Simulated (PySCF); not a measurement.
## One elementary step

Start structure (GaH$_{3}$O$_{2}$, closed shell), relaxed at PBE0-D4/def2-TZVP:

```
atom    x (Å)    y (Å)    z (Å)
 Ga1  -0.1820   0.4329   0.1063
  O2   0.3354  -1.1059   0.8507
  O3   0.1102   0.4745  -1.6456
  H4   0.5104  -0.3349  -1.9726
  H5  -0.8180   1.6292   0.8526
  H6   0.1938  -1.1652   1.7970
```

The step: GaH₃O₂ ([OH][GaH][OH]) → GaHO ([O][GaH]) + H₂O (still joined by a long Ga–O bond); bonds formed: O2–H4; bonds broken: O3–H4; bonds weakened to dative contacts: Ga1–O2. PySCF 2.14 with density fitting (its default auxiliary sets; JK sets also for MP2 and CCSD(T)); basis: def2-TZVPP and def2-QZVPP; cores frozen in the correlated methods. Filled d shells of the heavier atoms are correlated. The def2 sets are not built for correlating such inner shells, so the correlated values are less sure here. Extrapolation: Hartree–Fock as exp(−7.88 √X), correlation as X^−2.97. Energies below are by CCSD(T) at an estimated basis limit (MP2 extrapolated from triple and quadruple zeta, plus CCSD(T) − MP2 in triple zeta).

(1) What are the electronic barrier and the energy of the step, from the start structure to the end structure? (An estimate is asked for; the value comes from the calculation.)

No T1 diagnostic of these runs exceeds 0.024.

## Answers

(1) By the calculation: Barrier 48.94 kcal/mol; step energy 46.92 kcal/mol (uphill); reverse barrier, their difference, 2.02 kcal/mol. Barrier and step energy count from the start structure, the reverse barrier from the end structure.

The saddle point: One imaginary mode of 530i cm⁻¹.
```tsv
pair	start (Å)	saddle (Å)	end (Å)
O2–H4	2.93	1.09	1.00
Ga1–O2	1.79	2.08	2.20
O3–H4	0.96	1.48	1.86
```

Zero-point energy (harmonic, PBE0-D4): ZPE is 21.37 kcal/mol at the start and 19.78 kcal/mol at the saddle, so the barrier goes from 48.94 to 47.35 kcal/mol.

First-order rate constant out of the start structure at 698 K by transition-state theory, with harmonic vibrational free energies alone and no tunnelling: ΔA‡ = 49.29 kcal/mol, so k = (kB T/h) exp(−ΔA‡/kB T) ≈ 10^-2 s⁻¹ (an order of magnitude at best: rotation, the number of equivalent paths and anharmonicity are left out).

Labels in which every atom is bracketed show which atoms are joined, not bond orders.

For scale, one of the runs: CCSD(T)/def2-TZVPP, 152 basis functions, launched by `OMP_NUM_THREADS=4 python run.py`. Time: 67 s of wall clock on 4 CPU threads of an INTEL XEON PLATINUM 8581C; the host was shared. Peak host memory: 1.4 GiB.
